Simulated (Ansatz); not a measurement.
System: sum formula HSiO, charge 1, multiplicity 1. It need not be the lowest isomer of its formula. 
Coordinates optimised at B3LYP-D3(BJ)/def2-TZVP (Ansatz, an electronic-structure program):
SMILES: [OH+]=[Si]
```xyz
3

O      0.0000     0.0000    -0.8973
Si     0.0000     0.0000     0.6459
H      0.0000     0.0000    -1.8643
```
Charge +1, spin multiplicity 1.

Quantity: vertical electron affinity (to the doublet state of charge +0; a negative value means that the extra electron is unbound and the number depends on the basis; each state is the SCF solution reached for its spin), in eV. Cores are frozen in the correlated levels unless marked. Open shells are spin-unrestricted. No spin-orbit coupling. No relativistic terms. Basis-set limits of correlation are two-point, X^-3; Hartree-Fock from the larger set.

| level | program | vertical electron affinity (eV) |
|---|---|---|
| SVWN5/def2-TZVPD | Ansatz | 6.26 |
| PBE0/def2-TZVPD | Ansatz | 6.34 |
| wB97M-V/def2-TZVPD | Ansatz | 5.99 |

Q: What does CCSD(T)/CBS(aug-cc-pV(T+d)Z,aug-cc-pV(Q+d)Z) (Ansatz) give?

A: 6.21 eV
